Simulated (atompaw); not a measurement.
## Pseudopotential generation for La (Z = 57): PAW (atompaw), PBEsol, scalar-relativistic.

* Element: lanthanum (La)
* Generator: atompaw 4.2.0.5
* Type: PAW
* Functional: PBEsol
* Relativity: scalar-relativistic
* Frozen core: [Kr] 4d10 5s2
* Valence charge: 9
* Reference configuration: 4f0 5p6 5d1 6s2 6p0
* Partial waves: 6s (bound): rc 3.00 bohr; 6s channel at 1.75 Ry: rc 3.00 bohr; 5p (bound): rc 3.00 bohr; 6p (bound, empty): rc 3.00 bohr; 5d (bound): rc 3.00 bohr; 5d channel at 0.1 Ry: rc 3.00 bohr; 4f (bound, empty): rc 1.50 bohr; 4f channel at 0.15 Ry: rc 1.50 bohr
* Local potential: bessel scheme, radius 2.35 bohr
* Core correction: smooth core density matched at 2.35 bohr
* Augmentation charge: sinc compensation charge, radius 2.40 bohr; PAW radius 3.00 bohr; waves and projectors: custom rrkj gramschmidtortho

All-electron outer shells of the reference configuration (PBEsol, scalar-relativistic, ld1.x):

```json
{"shell": "4d", "level (eV)": "-103.77", "outermost node (bohr)": "0.32", "outermost maximum (bohr)": "0.68"}
{"shell": "5s", "level (eV)": "-38.95", "outermost node (bohr)": "0.77", "outermost maximum (bohr)": "1.41"}
{"shell": "5p", "level (eV)": "-22.40", "outermost node (bohr)": "0.83", "outermost maximum (bohr)": "1.58"}
{"shell": "4f", "level (eV)": "-4.39", "outermost node (bohr)": "–", "outermost maximum (bohr)": "0.75"}
{"shell": "6s", "level (eV)": "-3.70", "outermost node (bohr)": "1.86", "outermost maximum (bohr)": "3.79"}
{"shell": "5d", "level (eV)": "-3.10", "outermost node (bohr)": "0.95", "outermost maximum (bohr)": "2.21"}
{"shell": "6p", "level (eV)": "-1.34", "outermost node (bohr)": "2.21", "outermost maximum (bohr)": "4.93"}
```

Calculated quality:

```
Cutoffs needed                                           : 10 Ry and 15 Ry (the cutoffs (Ry, on a coarse ladder) from which the occupation-weighted sum of valence levels, in a spherical-Bessel basis at the reference potential, stays within 10 and 1 mRy of its value at 400 Ry) The cutoffs count occupied waves only; the empty 4f level needs 55 Ry at the loose tolerance.
Ghost test                                               : ghost state, extra bound levels that the all-electron valence spectrum of the same l lacks: s at -53.2 eV; a true bound ghost makes a file unfit for plane-wave use (spherical-Bessel basis up to 400 Ry, 20 bohr box)
Lowest eigenvalue of the overlap operator                : 0.01 (s channel)
Overlap eigenvalues printed by atompaw (projector basis) : 0.0144, 0.122, 0.289, 0.541, 0.822, 3.71, 12.8, 18.7
Share of each valence orbital outside the PAW sphere     : 6s 85 %, 5p 5 %, 6p 95 %, 5d 42 %, 4f 2 %
```

Generation and tests took about 20 s on one core of a shared server CPU.
